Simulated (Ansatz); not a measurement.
C₂H₅BrGeO₂ (SMILES C=[CH][Ge]([OH])([OH])[Br]), singlet, geometry from GFN2-xTB; CASSCF(6,4)/STO-3G in Ansatz (an electronic-structure program).

The Ansatz input:
Ansatz 0.2 input:
```yaml
crystal:
  periodic: [false, false, false]
  atoms:
    - {symbol: C, position_ang: [-2.69863654, 0.00847817, -0.63125898]}
    - {symbol: C, position_ang: [-1.71104443, -0.78904143, -0.98800717]}
    - {symbol: Ge, position_ang: [0.15963570, -0.53988681, -0.41163051]}
    - {symbol: O, position_ang: [1.32162582, -0.21266331, -1.68744901]}
    - {symbol: O, position_ang: [0.77920708, -1.97787709, 0.32465179]}
    - {symbol: Br, position_ang: [0.27799049, 1.20086214, 1.09771294]}
    - {symbol: H, position_ang: [-2.54194190, 0.86447951, 0.00904712]}
    - {symbol: H, position_ang: [-3.71291009, -0.16345249, -0.95792190]}
    - {symbol: H, position_ang: [-1.87388396, -1.64832865, -1.62081953]}
    - {symbol: H, position_ang: [1.25379996, 0.59862230, -2.18549236]}
    - {symbol: H, position_ang: [1.68834924, -2.19741456, 0.12538498]}
basis:
  gaussian:
    orbitals: STO-3G
hamiltonian:
  xc: hf
magnetization: {spin_polarized: false}
correlation: {active_space: {window: {electrons: 6, orbitals: 4}}}
```

It wrote (shortened):

```
Functional definition: HF
717 factors; integrals over basis functions are off by at most 3.3e-5 eV
mean field evaluation 1: about -131206.5749 eV, gradient 2.8e1 eV
mean field evaluation 2: about -131206.6832 eV, gradient 2.8e1 eV
mean field evaluation 4: about -131209.7903 eV, gradient 2.0e0 eV
mean field evaluation 8: about -131209.8087 eV, gradient 3.4e-2 eV
mean field -131209.80867956 eV, -4821.8715317713 hartree, gradient 1.4e-6 eV, S^2 0.000000; 0 other end points of the search recorded, 0 dependent functions left out
reference -131209.80867956 eV, -4821.8715317713 hartree; 50, 50 occupied and 11, 11 virtual orbitals, 717 factors
state -131210.97385694 eV, -4821.9143512503 hartree
Total energy: -131210.97385694 eV, -4821.9143512503 hartree
```
